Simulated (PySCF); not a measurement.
C₄H₃Br, SMILES C#CC(=C)Br.

Coordinates come from a B3LYP-D3(BJ)/def2-SVP optimisation.

Two levels are set side by side: PBE/def2-TZVP (PySCF) and M06-2X/def2-TZVP (PySCF). Same geometry, gas phase. Differences are taken from unrounded values.

```tsv
quantity	M06-2X	PBE	PBE minus M06-2X
orbital gap (eV)	7.85	3.88	-3.96
highest occupied level (eV)	-8.43	-6.24	2.20
lowest empty level (eV)	-0.59	-2.35	-1.77
dipole moment (D)	1.49	1.35	-0.14
mean polarisability (bohr³)	66.8	69.4	2.7
```

PBE's occupied levels lie high since its potential decays too fast outside the molecule; exact exchange lowers them and widens the gap. PBE's more diffuse valence density responds more strongly to a field. Differences between two approximate levels are no errors against the true value.

Rough cost on one machine, each run with all the roots and properties that it gave: M06-2X against PBE about 4 times.
